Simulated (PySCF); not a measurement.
C₃H₅N₂, SMILES c1c[nH][nH+]c1, charge +1. Atoms are numbered in the order given.

```xyz
10

C      0.0000     0.0000     1.2368
C      0.0000    -1.1135     0.3965
N      0.0000    -0.6719    -0.8746
N      0.0000     0.6719    -0.8746
C      0.0000     1.1135     0.3965
H      0.0000     0.0000     2.3235
H      0.0000    -2.1796     0.6153
H      0.0000    -1.2046    -1.7442
H      0.0000     1.2046    -1.7442
H      0.0000     2.1796     0.6153
```
Charge +1, spin multiplicity 1.

Coordinates come from a TPSSh-D3(BJ)/def2-SVP optimisation. The isomer is the one that the SMILES or the coordinates give; other isomers of the formula were not compared.

Computed with PySCF with PBE/def2-TZVP.

ESP charges are fitted to the potential on shells at 1.4 to 2.0 van der Waals radii. Atomic charges (e):

```csv
atom,Mulliken,ESP fit
C1,-0.09,-0.12
C2,-0.02,-0.05
N3,-0.05,-0.09
N4,-0.05,-0.09
C5,-0.02,-0.05
H6,0.21,0.22
H7,0.21,0.23
H8,0.30,0.36
H9,0.30,0.36
H10,0.21,0.23
```

### Question
Give the Mayer and Wiberg (Löwdin basis) orders of the bonds. (An estimate is asked for; the answer gives what the named calculation found.)

### Answer

| bond | Mayer | Wiberg |
|---|---|---|
| C1–C2 | 1.46 | 1.59 |
| C2–N3 | 1.34 | 1.62 |
| N3–N4 | 1.09 | 1.40 |
| C1–C5 | 1.46 | 1.59 |
| N4–C5 | 1.34 | 1.62 |
| C1–H6 | 0.92 | 0.83 |
| C2–H7 | 0.93 | 0.85 |
| N3–H8 | 0.88 | 0.86 |
| N4–H9 | 0.88 | 0.86 |
| C5–H10 | 0.93 | 0.85 |
